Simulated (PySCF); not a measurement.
Ligands exchanged one at a time, Al Br-OH. All species are isolated molecules in the gas phase. One relaxed conformer stands for each flexible species; it need not be the lowest. Strings in code marks are SMILES.

Calculation: PySCF with B3LYP-D3(BJ)/def2-TZVP // PBE0-D4/def2-TZVP. All candidates: neutral, multiplicity 1. B3LYP has the VWN-RPA correlation part, as in Gaussian. Excitations are Tamm–Dancoff values on a coarser integration grid. The basis has no diffuse functions, so Rydberg states are missing or too high.

The S1 excitation (TDA) is 6.75 eV. The HOMO–LUMO gap is 7.96 eV and the T1 excitation (TDA) is 6.44 eV.

Problem. Say which member has these values.
(A) `[OH][Al]([Br])[Br]`
(B) `[OH][Al]([OH])[OH]`
(C) `[OH][Al]([OH])[Br]` (H–O–Al–Br torsion 0°, Br–Al–O–H torsion -180°)
(D) `[Br][Al]([Br])[Br]`

Solution. B, `[OH][Al]([OH])[OH]`. The others give `[OH][Al]([Br])[Br]`: 5.76 eV, 6.77 eV, 5.50 eV; `[OH][Al]([OH])[Br]` (H–O–Al–Br torsion 0°, Br–Al–O–H torsion -180°): 6.25 eV, 7.25 eV, 5.98 eV; `[Br][Al]([Br])[Br]`: 5.56 eV, 6.56 eV, 5.30 eV
